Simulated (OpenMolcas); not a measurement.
**Levels of Cl2+ by method**

```json
{
 "Program": "OpenMolcas 26.06",
 "Basis": "ANO-R1 [4s3p1d]",
 "Scalar Hamiltonian": "X2C, finite nucleus",
 "Active space": "5 electrons in 8 orbitals (3s 3p 4s 4p)",
 "State averaging": "2S+1 = 4 odd, 1 root; 2S+1 = 2 odd, 9 roots; 2S+1 = 4 even, 3 roots; 2S+1 = 2 even, 9 roots",
 "Spin-orbit coupling": "state interaction with AMFI integrals over the reference wave functions, term energies averaged over their components"
}
```

Methods on the same reference wave functions:
A. CASSCF
B. SS-CASPT2, IPEA 0.25 Eh, imaginary shift 0.1 Eh (closed shells correlated: 2s 2p)

Energies in cm⁻¹ above 3s² 3p³ ⁴S°_3/2, the measured ground level; measured values from Moore, Atomic Energy Levels, vol. I, NSRDS-NBS 35 (1971 reprint of NBS Circular 467, 1949).

```
          Level       A       B  Measured
3s² 3p³ ⁴S°_3/2     0.0     0.0       0.0
3s² 3p³ ²D°_3/2   22212   20880     18053
3s² 3p³ ²D°_5/2   22313   20960     18120
3s² 3p³ ²P°_1/2   30661   32260     29812
3s² 3p³ ²P°_3/2   30763   32340     29907
  3s 3p⁴ ⁴P_5/2  104992  101250     98520
  3s 3p⁴ ⁴P_3/2  105583  101840     99130
  3s 3p⁴ ⁴P_1/2  105923  102180     99475
```

Deviations, from unrounded energies. A percentage is the sum of absolute deviations over the sum of measured energies, with the sign that they share, or ± where signs differ.

```
                        Against measurement  Levels      A      B
             mean absolute deviation (cm-1)       7   4200   2700
other terms of the ground configuration (%)       4  +10.5  +11.0
                   other configurations (%)       3   +6.5   +2.7
```

B lies closest to measurement on these levels. The largest miss of B in the table is 3s² 3p³ ²D°_5/2, by +2800 cm-1. The ranking rests on the paired levels alone, and a cruder setting can come out closer through cancelling errors.

From A to B the spin-free energies of the other terms of 3s² 3p³ shown, above ⁴S°, scale by factors of 0.94 to 1.05.

The lowest spin-free term lies below A's lowest term by 0.083 hartree in B.

CASPT2 does not keep the components of a term degenerate, so their means are used; among the terms shown or strongly mixed into the levels shown the widest spread is 25 cm-1 (3s² 3p³ ²D°, B). Over all roots computed the reference weight is 0.86 to 0.97 in B; the roots of lowest weight are the least certain, and an intruder state may touch them. The run also gave levels led by 3s² 3p² 4p, 3s² 3p² 4s, which use shells meant for correlation; these and all levels above them are left out. Terms of s pⁿ other than that of highest spin mix with s² pⁿ⁻² d, which this space lacks; all of them can be thousands of cm-1 off, and some have no real level of that name. Some terms miss by over 15 % even with CASPT2, which points to a basis or an active space too small for the shells correlated (holds for B). Measured partners are found by configuration, term and J. A level has none where our copy of the source lacks it or the pairing is in doubt (some pairs that miss far off the trend of their configuration count as doubtful), and it then counts in no deviation. Levels of configurations outside the active space are missing. Levels that lie high or do not pair safely by name in every column are left out.

° marks odd parity.
